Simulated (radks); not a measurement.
All-electron atom: He in [He]. Method: non-relativistic Kohn-Sham, LDA (Slater exchange, VWN5 correlation), spin-polarised, spherical densities, point nucleus; hard spherical wall at 10 bohr; computed with a radial shooting solver on a logarithmic mesh with Libxc functionals. Some entries of the table are withheld. Estimate them.

orbital,occ.,eigenvalue (hartree),r(max) (bohr),<r> (bohr)
1s,2,(1),0.5696,0.9592
2s,0,0.04037,(2),(3)
2p,0,(4),5.312,(5)

Answer. 
(1) 1s eigenvalue (hartree): -0.57042
(2) 2s r(max) (bohr): 4.957
(3) 2s <r> (bohr): 5.162
(4) 2p eigenvalue (hartree): 0.07323
(5) 2p <r> (bohr): 5.270
